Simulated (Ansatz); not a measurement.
The cluster Te₂Pb⁺. Charge 1, multiplicity 2. Geometry r2SCAN-D4/def2-SVP, that of the neutral singlet; atoms count from 1.

```xyz
3

Pb   -0.958    0.516    1.230
Te    0.070    0.853   -1.399
Te    0.888   -1.369    0.169
```

In the def2 sets Pb, Te take a core potential; there is no spin–orbit coupling. The structure comes from a short search, and lower isomers may exist.

Question: Estimate the Mulliken populations from the PBE0/def2-TZVP orbitals of Ansatz.

Answer: 
```json
{"atom": "Pb1", "charge (e)": "0.70", "spin (α − β)": "-0.13"}
{"atom": "Te2", "charge (e)": "0.15", "spin (α − β)": "0.57"}
{"atom": "Te3", "charge (e)": "0.15", "spin (α − β)": "0.57"}
```
Mulliken values depend strongly on the basis.

Question: Where does the spin sit?

Answer: Summed by element: Pb -0.13, Te 1.13, of 1 unpaired in all. Largest on single atoms: Te2 0.57, Te3 0.57, Pb1 -0.13.

Question: And the Mayer bond orders between heavy atoms (over 0.3)?

Answer: Pb1–Te2 0.99 (2.84 Å); Pb1–Te3 0.99 (2.84 Å); Te2–Te3 1.41 (2.84 Å).
